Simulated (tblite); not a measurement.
Compound: C4H6NOS (doublet state).
Numbering: `[CH3:1][S@@:2](=[O:3])[CH2:4][CH:5][C:6]#[N:7]` (hydrogens: H8, H9, H10 on C1; H11, H12 on C4; H13 on C5)

Structure optimised with GFN2-xTB, isolated species. This method treats the open shell by occupation alone, without spin polarisation.

(1) What internal coordinates does the optimisation give?

Results:

(1) 
| bond | length (Å) | order |
| --- | --- | --- |
| C1–S2 | 1.844 | single |
| S2=O3 | 1.457 | double |
| S2–C4 | 1.982 | single |
| C4–C5 | 1.430 | single |
| C5–C6 | 1.373 | single |
| C6≡N7 | 1.159 | triple |
| C1–H8, C1–H9, C1–H10 | 1.085 | single |
| C4–H11 | 1.086 | single |
| C4–H12 | 1.086 | single |
| C5–H13 | 1.079 | single |

Bonds in one row agree within 0.01 Å and their mean is given. Orders are formal, as drawn. A selection of angles:
| angle | degrees |
| --- | --- |
| S2–C1–H8 | 107.4 |
| S2–C1–H9 | 111.8 |
| H8–C1–H9 | 109.8 |
| C1–S2–O3 | 106.1 |
| C1–S2–C4 | 98.5 |
| O3–S2–C4 | 105.7 |
| S2–C4–C5 | 111.6 |
| S2–C4–H11 | 101.4 |
| S2–C4–H12 | 100.3 |
| C5–C4–H11 | 115.2 |
| C5–C4–H12 | 114.1 |
| H11–C4–H12 | 112.4 |
| C4–C5–C6 | 122.1 |
| C4–C5–H13 | 119.8 |
| C6–C5–H13 | 117.7 |
| C5–C6–N7 | 178.8 |

Dihedral angles: C1–S2–C4–C5 -56° (synclinal); S2–C4–C5–C6 92° (anticlinal).

C5 (carbon bonded to 2 C and H) is planar (angles 122.1°, 119.8° and 117.7°, sum 359.6°, 0.05 Å off the plane of its three neighbours). S2 (sulfur bonded to 2 C and O) is pyramidal (angles 106.1°, 105.7° and 98.5°, sum 310.3°, 0.72 Å off the plane of its three neighbours). The 2 C–S bonds span 1.844 Å (C1–S2, drawn single) to 1.982 Å (S2–C4, drawn single), a spread of 0.138 Å. The C–C distances run from 1.373 Å (C5–C6, drawn single) to 1.430 Å (C4–C5, drawn single), a spread of 0.057 Å. Of the pairs four or more bonds apart, C6···H9 is among the closest relative to their van der Waals radii: 2.41 Å, 83 % of the sum of Bondi's values.

Point group: C1 (no symmetry element, even within 0.4 Å). GFN2-xTB frequencies show an imaginary mode (125i cm⁻¹), so the point is no minimum at that level. 3 starts were optimised and ended at 0.00, 1.17 and 1.19 kcal/mol (GFN2-xTB); the lowest of these is shown.

On one thread of an Arm Neoverse V2, no GPU, shared host with 32 logical CPUs at a one-minute load of 23, this took 0.21 s wall. This is the geometry optimisation.

One conformer stands for the species.

All values are computed, not measured.
